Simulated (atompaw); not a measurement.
**Re: one change to a PAW (atompaw) potential, before and after**

atompaw 4.2.0.5 input, output lines left out:

```
Re 75
GGA-PBE scalarrelativistic loggrid 2001 logderivrange -9 5 351
6 6 5 4 0 0
6 0 1.5
6 1 0
5 2 5
0 0 0
c
c
c
c
v
v
c
c
c
v
v
c
c
v
c
3
1.95 1.60 1.90 1.20
n
n
y
0.6
n
y
0.05
n
custom polynom gramschmidtortho gaussian
bessel
1.60
1.95
1.50
1.85
1.95
1.95
1.95
```

Change: waves 5s (bound); 6s (bound); 5p (bound); 6p (bound); 5d (bound); 5d channel at 0.6 Ry; 5f channel at 0.05 Ry; augmentation gaussian compensation charge, radius 1.60 bohr; PAW radius 1.95 bohr; waves and projectors: bloechl.

Cutoffs: the cutoffs (Ry, on a coarse ladder) from which the occupation-weighted sum of valence levels, in a spherical-Bessel basis at the reference potential, stays within 10 and 1 mRy of its value at 400 Ry; they do not see the model core or the augmentation charge, which bear on the density cutoff.

**Question.** What does the change do?

**Answer.** The potential gets neither clearly harder nor softer (35 Ry and 55 Ry → 40 Ry and 50 Ry); the range in which the d phases agree narrows (upper end at the end of the scan → 3.1); neither file shows a bound ghost.

| quantity | base | changed |
| --- | --- | --- |
| cutoff, loose | 35 Ry | 40 Ry |
| cutoff, tight | 55 Ry | 50 Ry |
| loose cutoff by channel (10 mRy a level) | s 18 Ry, p 25 Ry, d 21 Ry | s 30 Ry, p 30 Ry, d 25 Ry |
| bound ghosts | none | none |
| s: phases at 1.96 bohr within 0.05 rad from the reference energy up to (Ry; the scan ends near 5) | to the end of the scan | to the end of the scan |
| p: phases at 1.96 bohr within 0.05 rad from the reference energy up to (Ry; the scan ends near 5) | to the end of the scan | to the end of the scan |
| d: phases at 1.96 bohr within 0.05 rad from the reference energy up to (Ry; the scan ends near 5) | to the end of the scan | 3.1 |
| f: phases at 1.96 bohr within 0.05 rad from the reference energy up to (Ry; the scan ends near 5) | 2.0 | 1.9 |
| lowest overlap eigenvalue by channel | s 0.62, p 0.69, d 0.95, f 1.00 | s 0.37, p 0.57, d 0.02, f 1.00 |

 The cutoffs see the waves, projectors and local potential, not the compensation charge or the core.
